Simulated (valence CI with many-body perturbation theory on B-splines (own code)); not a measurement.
Pt46+: electric-dipole lines

Computed by relativistic CI+MBPT: four valence electrons over a frozen Dirac-Fock core [Ar] 3d10, a basis of 11 s, 11 p, 10 d, 8 f, 5 g, 2 h functions for each j, with the one-electron correlation potential Σ1 (screened to all orders), the two-electron term Σ2, the three-electron term Σ3, Breit, model QED; selected single and double excitations, second order for the rest, scaled by the run's own slope (own B-spline code, finite nucleus).

No measured spectrum was set against this ion. As an estimate, large intervals hold to a few tenths of a per cent, small ones and those within an open d or f shell to about a per cent. Among the levels kept, up to 410 cm⁻¹ of a level comes from second order outside the variational space, and about a tenth of that is noise between levels of different J, which matters for small intervals.

Lines 201 to 250 of 566 in falling wavelength, among levels below 6256.1 × 10³ cm⁻¹, chosen from the strongest by gf and those to the six lowest levels. Wavelengths and rates use the calculated energies. Electric multipoles are in the length gauge, E1 and E2 with the static RPA response of the core. Weak lines are less certain than strong ones. Lines between different terms over intervals too small for the method are left out, as are lines whose strength nearly cancels. Where a level lies close to another of its J and parity, the split of strength between their lines is uncertain. The highest levels of a list are the least certain.

Levels are named by their leading jj configuration (3d3/2^4 stands for four electrons in 3d with j = 3/2), which in mixed levels can hold well under half, so a name can repeat and another be missing. Letters in brackets count levels of one name in rising energy.

```tsv
λ vac (Å)	Upper	Lower	A (s⁻¹)	log gf	Branch %
59.08	(4s 4p1/2 4d5/2^2) J=4 [a]	(4s 4p1/2 4p3/2 4d3/2) J=3 [b]	2.64e+11	0.09	35.1
59.06	(4s 4p1/2 4p3/2 4d5/2) J=3 [b]	(4s 4p1/2 4p3/2^2) J=2 [a]	2.39e+11	-0.06	30.2
59.05	(4s 4p1/2 4p3/2 4d3/2) J=3 [b]	(4s^2 4p1/2 4d5/2) J=2	6.23e+10	-0.64	4.1
59.04	(4s 4p1/2 4p3/2 4d5/2) J=2 [d]	(4s 4p1/2 4p3/2^2) J=1 [a]	2.11e+11	-0.26	12.8
58.99	(4s 4p1/2 4p3/2 4f7/2) J=4 [d]	(4s 4p1/2 4p3/2 4d5/2) J=3 [a]	1.38e+11	-0.19	13.3
58.89	(4s 4p1/2^2 4d5/2) J=2	(4s 4p1/2^2 4p3/2) J=2	7.81e+10	-0.69	25.6
58.87	(4s 4p1/2 4p3/2 4f7/2) J=3 [d]	(4s 4p1/2 4p3/2 4d5/2) J=2 [a]	8.08e+10	-0.53	7.9
58.86	(4s 4p1/2 4p3/2 4f5/2) J=3 [b]	(4s 4p1/2 4p3/2 4d3/2) J=2 [c]	1.52e+11	-0.26	14.4
58.85	(4s 4p1/2 4d5/2^2) J=2 [b]	(4s 4p1/2 4p3/2 4d5/2) J=2 [a]	1.40e+11	-0.44	13.9
58.80	(4s 4p3/2^2 4d3/2) J=3 [a]	(4s^2 4p3/2 4d5/2) J=2	8.42e+10	-0.51	4.9
58.78	(4s 4p1/2 4p3/2 4d5/2) J=4 [c]	(4s 4p1/2 4p3/2^2) J=3	5.01e+11	0.37	54.9
58.67	(4s 4p1/2 4p3/2 4f5/2) J=1 [b]	(4s 4p1/2 4p3/2 4d3/2) J=1 [c]	1.26e+11	-0.71	13.7
58.62	(4p1/2^2 4p3/2 4d3/2) J=3	(4s 4p1/2^2 4d5/2) J=2	5.61e+10	-0.69	6.8
58.58	(4s 4p3/2^2 4d5/2) J=2 [b]	(4s 4p3/2^3) J=2	7.42e+11	0.28	51.5
58.50	(4s 4p3/2^2 4d5/2) J=2 [c]	(4s 4p3/2^3) J=1	1.19e+12	0.48	47.4
58.43	(4s^2 4p3/2 4d5/2) J=3	(4s^2 4p3/2^2) J=2	9.05e+11	0.51	96.9
58.37	(4s 4p3/2^2 4d3/2) J=2 [b]	(4s^2 4p3/2 4d5/2) J=1	1.16e+11	-0.53	5.4
58.34	(4s 4p1/2 4p3/2 4f7/2) J=5 [a]	(4s 4p1/2 4p3/2 4d3/2) J=4	3.54e+10	-0.70	11.5
58.29	(4s 4p1/2 4p3/2 4f5/2) J=4 [c]	(4s 4p1/2 4p3/2 4d3/2) J=3 [c]	2.38e+11	0.04	32.3
58.25	(4s^2 4d5/2^2) J=4	(4s^2 4p3/2 4d3/2) J=3	1.32e+11	-0.22	28.5
58.23	(4s 4p1/2 4d3/2 4d5/2) J=3 [b]	(4s 4p1/2 4p3/2 4d3/2) J=3 [a]	8.87e+10	-0.50	19.9
58.14	(4s 4p1/2 4p3/2 4f5/2) J=2 [b]	(4s 4p1/2 4p3/2 4d3/2) J=2 [c]	1.91e+11	-0.32	19.9
58.05	(4s 4p1/2 4p3/2 4f5/2) J=0	(4s 4p1/2 4p3/2 4d3/2) J=1 [b]	3.49e+11	-0.75	73.0
58.05	(4s 4p1/2 4d3/2 4d5/2) J=2 [b]	(4s 4p1/2 4p3/2 4d3/2) J=3 [a]	1.02e+11	-0.59	24.4
57.99	(4s 4p1/2 4d5/2^2) J=1 [b]	(4s 4p1/2 4p3/2 4d5/2) J=2 [b]	2.06e+11	-0.51	23.5
57.96	(4s 4p1/2 4p3/2 4f5/2) J=1 [b]	(4s 4p1/2 4p3/2 4d3/2) J=1 [b]	1.36e+11	-0.69	14.9
57.96	(4s 4p1/2 4d5/2^2) J=4 [b]	(4s 4p1/2 4p3/2 4d5/2) J=3 [b]	6.67e+10	-0.52	5.5
57.90	(4s 4p1/2 4p3/2 4f7/2) J=4 [a]	(4s 4p1/2 4p3/2 4d3/2) J=3 [b]	2.36e+11	0.03	34.8
57.75	(4s 4p3/2^2 4d5/2) J=4 [b]	(4s^2 4p3/2 4d5/2) J=3	6.11e+11	0.44	51.3
57.73	(4s^2 4p3/2 4d5/2) J=1	(4s^2 4p3/2^2) J=2	1.41e+11	-0.68	25.6
57.63	(4s^2 4d5/2^2) J=2	(4s^2 4p3/2 4d5/2) J=2	2.05e+11	-0.29	28.4
57.59	(4s 4p3/2^2 4d5/2) J=3 [c]	(4s 4p3/2^3) J=2	1.10e+12	0.58	51.5
57.57	(4s 4p1/2 4p3/2 4f5/2) J=3 [b]	(4s 4p1/2 4p3/2 4d3/2) J=2 [b]	6.29e+10	-0.66	5.9
57.25	(4s^2 4p1/2 4f5/2) J=3	(4s^2 4p1/2 4d3/2) J=2	7.92e+10	-0.56	87.0
57.24	(4s 4p1/2^2 4f5/2) J=3	(4s 4p1/2^2 4d3/2) J=2	1.41e+11	-0.31	70.6
57.09	(4s 4p1/2 4p3/2 4f5/2) J=4 [b]	(4s^2 4p1/2 4f7/2) J=3	5.07e+10	-0.65	15.8
56.94	(4s 4p1/2 4p3/2 4f7/2) J=2 [c]	(4s 4p1/2 4p3/2 4d5/2) J=3 [a]	7.21e+10	-0.76	8.1
56.90	(4s 4p1/2 4d3/2 4d5/2) J=4 [b]	(4s^2 4p1/2 4f5/2) J=3	5.00e+10	-0.66	17.5
56.78	(4s 4p1/2 4p3/2 4d5/2) J=3 [c]	(4s 4p1/2 4p3/2^2) J=2 [a]	6.08e+11	0.31	49.6
56.77	(4s 4p1/2 4p3/2 4f7/2) J=5 [b]	(4s 4p1/2 4p3/2 4d3/2) J=4	1.76e+11	-0.03	35.0
56.74	(4s 4p3/2^2 4d5/2) J=1 [b]	(4s 4p3/2^3) J=2	1.68e+11	-0.61	8.1
56.60	(4s 4p1/2 4p3/2 4f5/2) J=3 [c]	(4s 4p1/2 4p3/2 4d3/2) J=2 [b]	1.77e+11	-0.22	19.9
56.59	(4s 4p1/2 4d3/2 4d5/2) J=4 [c]	(4s 4p1/2 4p3/2 4d3/2) J=3 [a]	4.97e+10	-0.67	5.0
56.37	(4s 4p1/2 4p3/2 4f5/2) J=4 [c]	(4s 4p1/2 4p3/2 4d3/2) J=3 [b]	6.45e+10	-0.56	8.8
56.22	(4s 4p1/2 4p3/2 4d5/2) J=3 [d]	(4s 4p1/2 4p3/2^2) J=3	1.34e+11	-0.35	10.1
56.18	(4s 4p1/2 4p3/2 4f5/2) J=3 [a]	(4s 4p1/2 4p3/2 4d3/2) J=2 [a]	2.39e+11	-0.10	33.1
56.12	(4s 4p1/2 4p3/2 4f7/2) J=5 [d]	(4s 4p1/2 4p3/2 4d5/2) J=5	9.21e+10	-0.32	11.7
56.08	(4s 4p1/2^2 4f5/2) J=2	(4s 4p1/2^2 4d3/2) J=1	2.94e+11	-0.16	72.8
55.98	(4s 4p1/2 4d5/2^2) J=5	(4s 4p1/2 4p3/2 4d3/2) J=4	2.44e+11	0.10	51.7
55.69	(4s 4p3/2^2 4d5/2) J=0	(4s^2 4p3/2 4d5/2) J=1	8.17e+11	-0.42	64.3
```
